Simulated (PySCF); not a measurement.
**CaBr: script and output**

File input.py (PySCF 2.14):

```python
from pyscf import gto, dft

mol = gto.M(
    atom='Ca 0 0 0; Br 0 0 2.39',
    basis='cc-pvdz-dk',
    charge=0,
    spin=1,
    verbose=4,
)
mf = dft.UKS(mol, xc='b3lyp')
mf = mf.sfx2c1e()
mf.kernel()
g = mf.nuc_grad_method()
g.grid_response = True
g.kernel()
mf.dip_moment()
print('orbital energies (hartree):', [e[max(0, n-3):n+3].round(4) for e, n in zip(mf.mo_energy, mol.nelec)])
```

```bash
$ OMP_NUM_THREADS=1 python input.py
```

The log (some set-up lines and the per-cycle HOMO/LUMO lines with their warnings removed):

```
PySCF version 2.14.0

[INPUT] Symbol           X                Y                Z      unit          X                Y                Z       unit  Magmom
[INPUT]  1 Ca     0.000000000000   0.000000000000   0.000000000000 AA    0.000000000000   0.000000000000   0.000000000000 Bohr   0.0
[INPUT]  2 Br     0.000000000000   0.000000000000   2.390000000000 AA    0.000000000000   0.000000000000   4.516445437710 Bohr   0.0

nuclear repulsion = 154.98914127364
number of shells = 12
number of NR pGTOs = 159
number of NR cGTOs = 54
basis = cc-pvdz-dk
ecp = {}

******** <class 'pyscf.x2c.sfx2c1e.sfX2C1eUKS'> ********
method = sfX2C1eUKS
initial guess = minao
damping factor = 0
level_shift factor = 0
DIIS = <class 'pyscf.scf.diis.CDIIS'>
SCF conv_tol = 1e-09
SCF max_cycles = 50
number electrons alpha = 28  beta = 27
XC functionals = b3lyp

grids dens level: 3

******** <class 'pyscf.x2c.sfx2c1e.SpinFreeX2CHelper'> ********
approx = 1e
xuncontract = 1
tot grids = 40848
init E= -3286.87688996095

cycle= 1 E= -3286.72086411066  delta_E= 0.156  |g|= 0.183  |ddm|=  1.6
cycle= 2 E= -3286.70099168285  delta_E= 0.0199  |g|= 0.268  |ddm|=  1.1
cycle= 3 E= -3286.75105946585  delta_E= -0.0501  |g|= 0.0236  |ddm|= 0.656
cycle= 4 E= -3286.75139720281  delta_E= -0.000338  |g|= 0.00888  |ddm|= 0.0896
cycle= 5 E= -3286.75148133925  delta_E= -8.41e-05  |g|= 0.00131  |ddm|= 0.0341
cycle= 6 E= -3286.75148612187  delta_E= -4.78e-06  |g|= 0.000435  |ddm|= 0.0115
cycle= 7 E= -3286.75148657466  delta_E= -4.53e-07  |g|= 0.000144  |ddm|= 0.00413
cycle= 8 E= -3286.7514866475  delta_E= -7.28e-08  |g|= 2.41e-05  |ddm|= 0.0018
cycle= 9 E= -3286.75148664884  delta_E= -1.34e-09  |g|= 4.53e-06  |ddm|= 0.000204
cycle= 10 E= -3286.75148664889  delta_E= -5.14e-11  |g|= 3.98e-07  |ddm|= 5.63e-05
Extra cycle  E= -3286.75148664889  delta_E= -1.82e-12  |g|= 1.71e-07  |ddm|= 4.04e-06
converged SCF energy = -3286.75148664889  <S^2> = 0.75015043  2S+1 = 2.0001504

******** <class 'pyscf.grad.uks.Gradients'> for <class 'pyscf.x2c.sfx2c1e.sfX2C1eUKS'> ********
unit = Eh/Bohr
grid_response = True
--------------- sfX2C1eUKS gradients ---------------
         x                y                z
0 Ca     0.0000000000    -0.0000000000     0.0485535301
1 Br    -0.0000000000     0.0000000000    -0.0485535301
----------------------------------------------
Dipole moment(X, Y, Z, Debye): -0.00000,  0.00000, -3.41594
orbital energies (hartree): [array([-0.2798, -0.2798, -0.1523, -0.0481, -0.0481, -0.0423]), array([-0.2974, -0.2795, -0.2795, -0.09  , -0.0268, -0.0255])]
```

In short: E(SCF) = -3286.751487 Eh, 10 cycles, ⟨S²⟩ = 0.750, μz(SCF) = -3.42 D, gradient on the second atom -0.0486 Eh/bohr.

Hardware: Arm Neoverse V1, 1 thread, shared host. Wall time 11 s, peak memory 0.3 GiB.

The bond length is a typed value, not an optimised one. No search for the lowest solution was made.
